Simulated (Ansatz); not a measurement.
A nudged elastic band was laid between two geometries of FH4InO2 (8 atoms, charge 0, multiplicity 1).

Level of theory: RKS LDA/def2-SVP (Ansatz).

- movable images: 5
- climbing image: yes
- spring: 5.0 eV/Å²
- optimiser: quadratic models (default)
- start path: through a guess of the saddle point
- force threshold: 0.03 eV/Å
- iteration limit: 60
- end points: relaxed

Image 0:

```xyz
8
Properties=species:S:1:pos:R:3
In -0.143 -0.319 -0.255
H 1.440 -0.882 0.261
O -0.490 0.621 -1.964
O -1.856 -0.809 0.609
H 1.521 0.602 1.145
F 0.882 1.313 1.218
H 0.345 0.804 -2.434
H -1.699 -1.330 1.419
```

Image 6:

```xyz
8
Properties=species:S:1:pos:R:3
In -0.519 0.143 -0.195
H 1.776 -0.851 0.458
O -0.221 0.394 -2.125
O -1.710 -1.163 0.674
H 1.639 -0.140 0.788
F 0.365 1.441 1.005
H 0.367 1.168 -2.242
H -1.697 -0.990 1.637
```

Question: What changes between the two ends?

Answer: Bonds broken: In1–H2, H5–F6. Bonds formed: H2–H5. FH4InO2 becomes FH2InO2 + H2.

Question: Give the energies along the band, and the barrier.

Answer: The run converged. The highest image is number 3 of 0 to 6, 34.1 kJ/mol above the first end and 31.1 kJ/mol above the last; the last end lies 3.0 kJ/mol above the first. A vibrational analysis at the climbing image gives one clearly imaginary mode, 647i cm⁻¹: a first-order saddle point. The orbitals stay closed-shell, which can raise the energy where a bond breaks towards radicals; this wasn't checked here.

| image | path coordinate (Å) | energy (kJ/mol) | In1–H2 (Å) | H5–F6 (Å) | H2–H5 (Å) |
| --- | --- | --- | --- | --- | --- |
| 0 | 0.00 | 0.0 | 1.76 | 0.96 | 1.73 |
| 1 | 0.34 | 2.4 | 1.78 | 0.97 | 1.57 |
| 2 | 0.68 | 14.1 | 1.86 | 1.02 | 1.29 |
| 3 | 1.03 | 34.1 | 2.04 | 1.26 | 0.99 |
| 4 | 1.31 | 20.1 | 2.23 | 1.55 | 0.85 |
| 5 | 1.60 | 6.1 | 2.45 | 1.82 | 0.81 |
| 6 | 1.88 | 3.0 | 2.58 | 2.04 | 0.80 |

Question: What is the geometry of the highest image?

Answer: 
```xyz
8
Properties=species:S:1:pos:R:3
In -0.344 -0.101 -0.240
H 1.513 -0.677 0.387
O -0.328 0.505 -2.114
O -1.797 -1.062 0.679
H 1.378 0.194 0.839
F 0.686 1.217 1.088
H 0.485 1.024 -2.274
H -1.593 -1.100 1.635
```

Question: What are the harmonic wavenumbers there?

Answer: 647i, 85, 115, 161, 194, 226, 280, 595, 605, 650, 830, 864, 866, 1136, 1542, 1947, 3721, 3724 cm⁻¹.

The band took 11 iterations and roughly 60 core-seconds.

The run took 31 s on 2 threads of INTEL(R) XEON(R) PLATINUM 8581C CPU @ 2.10GHz (Emerald Rapids), with other jobs on the host, peak memory 0.14 GiB.
